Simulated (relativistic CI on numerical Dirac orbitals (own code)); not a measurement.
## Radial parameters of Gd

Method of calculation: Dirac-Coulomb-Breit CI, separate exchange-only KLI orbitals for each configuration, QED by a radiative potential, valence Slater integrals scaled by 0.85, P86 correlation energy added to each configuration (own radial code, finite nucleus).

Slater integrals F^k, G^k are unscaled and averaged over j, outside the closed core [Xe] 6s2; ζ comes from projecting the Hamiltonian with its Breit term on Σ l·s of the shell.

- 4f⁷5d: F^2(4f,4f) = 111550, F^4(4f,4f) = 69692, F^6(4f,4f) = 50058, ζ(4f) = 1523.4, F^2(4f,5d) = 19985, F^4(4f,5d) = 9442.8, G^1(4f,5d) = 9804.2, G^3(4f,5d) = 7499.4, G^5(4f,5d) = 5607.2, ζ(5d) = 569.03 cm⁻¹; <r>(4f) = 0.8634, <r^2>(4f) = 0.9814, <r>(5d) = 2.991, <r^2>(5d) = 11.29 (bohr units).
- 4f⁸: F^2(4f,4f) = 102860, F^4(4f,4f) = 63897, F^6(4f,4f) = 45797, ζ(4f) = 1432.7 cm⁻¹; <r>(4f) = 0.9352, <r^2>(4f) = 1.225 (bohr units).

In this model ζ of a weakly bound d, f or g electron outside closed shells comes out too small, for d by up to a factor of two or three and at times with the wrong sign; that of an outer p electron is too small as well.

For a near-neutral ion this model can misplace configurations by up to about 10,000 cm⁻¹ (more where the count of f electrons changes) and terms by 10 to 25 % of their spread. Rates follow the energies as ν³ (E1, M1) or ν⁵ (E2), so they and the lifetimes can be off by large factors. The fine structure of a lone outer electron comes out too small, for d and f at times inverted, and misplaced configurations move strength between like terms. 16 of the 70 excited levels that our extract of the measured tables holds in this range could be paired (the sources list more); they are missed by 7829 cm⁻¹ on average and 16658 at most, and levels without a partner can miss by more.

Averages of the first 2 configurations, taken without configuration mixing, which lowers the lowest level and can move excited configurations by several eV; other configurations of the list can lie among them:

| Configuration | Parity | States | Average energy above the lowest level (eV) |
| --- | --- | --- | --- |
| 4f⁷5d | odd | 34320 | 11.4 |
| 4f⁸ | even | 3003 | 10.8 |
